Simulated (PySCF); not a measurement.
**Electron correlation in Pm²⁺ (promethium, charge +2)**

[Xe] 4f4 6s1, one real determinant (an excited configuration). All numbers are calculated (PySCF 2.14, the spin-free X2C one-electron Hamiltonian (Gaussian nucleus), in x2c-TZVPPall (11s7p7d4f2g, 113 functions)). Frozen: [Ar] 3d10; 31 electrons correlated.

MP2 pair energies summed by pair of shells (mhartree):

```csv
pair,energy,share (%)
4d-4d,-223.95,22.4
4d-4f,-160.07,16.0
5p-5p,-121.94,12.2
4d-5p,-115.41,11.6
4f-5p,-81.01,8.1
4p-4d,-56.03,5.6
5s-5p,-33.61,3.4
4f-4f,-31.44,3.1
4d-5s,-30.48,3.1
5p-6s,-23.04,2.3
4s-4d,-18.45,1.8
4p-4f,-17.69,1.8
4p-4p,-17.67,1.8
4f-5s,-17.12,1.7
4p-5p,-12.00,1.2
4p-5s,-6.56,0.7
5s-5s,-6.21,0.6
4s-4f,-5.78,0.6
4s-4p,-5.74,0.6
4f-6s,-4.27,0.4
4d-6s,-4.10,0.4
4s-4s,-1.98,0.2
5s-6s,-1.40,0.1
4s-5p,-1.30,0.1
4s-5s,-1.03,0.1
4p-6s,-0.43,0.0
4s-6s,-0.06,0.0
```

Total MP2 correlation energy: -998.75 mhartree.

Same-spin part -372.93 and opposite-spin part -625.82 mhartree; SCS-MP2 scales them by 1/3 and 6/5 to -875.29 mhartree.

The reference is one real determinant that mixes LS terms of this configuration.

This basis was not built for core-valence correlation, so the inner-shell part is incomplete.
